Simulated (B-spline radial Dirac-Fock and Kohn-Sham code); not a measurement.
# Cross section and asymmetry of the 3s subshell of S⁴⁺

System: sulfur as S⁴⁺, [Ne] 3s2. The computed 3s threshold is 70.80 eV; without correlation, outer thresholds are uncertain by 1 to 2 eV.

Model: Dirac-Hartree-Slater photoionisation with all multipoles and Dirac-Fock thresholds. Program: a B-spline atomic structure program. Interchannel coupling and autoionising resonances are not included, so magnitudes near threshold are approximate.

| kinetic energy (eV) | σ (Mb) | β |
| --- | --- | --- |
| 1.5 | 0.413 | 2.00 |
| 1.9 | 0.413 | 2.00 |
| 2.3 | 0.412 | 2.00 |
| 2.9 | 0.410 | 2.00 |
| 3.7 | 0.409 | 2.00 |
| 4.6 | 0.406 | 2.00 |
| 5.7 | 0.404 | 2.00 |
| 7.2 | 0.400 | 2.00 |
| 9.0 | 0.395 | 2.00 |
| 11.2 | 0.389 | 2.00 |
| 14.0 | 0.382 | 2.00 |
| 17.5 | 0.371 | 2.00 |
| 21.9 | 0.358 | 2.00 |
| 27.4 | 0.342 | 2.00 |
| 34.2 | 0.322 | 2.00 |
| 42.8 | 0.298 | 2.00 |
| 53.5 | 0.270 | 2.00 |
| 66.9 | 0.238 | 2.00 |
| 83.7 | 0.205 | 2.00 |
| 104.7 | 0.171 | 2.00 |
| 130.9 | 0.137 | 2.00 |
| 163.6 | 0.105 | 2.00 |
| 204.6 | 0.0783 | 2.00 |
| 255.8 | 0.0566 | 2.00 |
| 319.9 | 0.0400 | 2.00 |
| 400.0 | 0.0277 | 2.00 |

The cross section shows no minimum in this range. It is largest at the lowest energy, 0.413 Mb. β stays at 2.00.
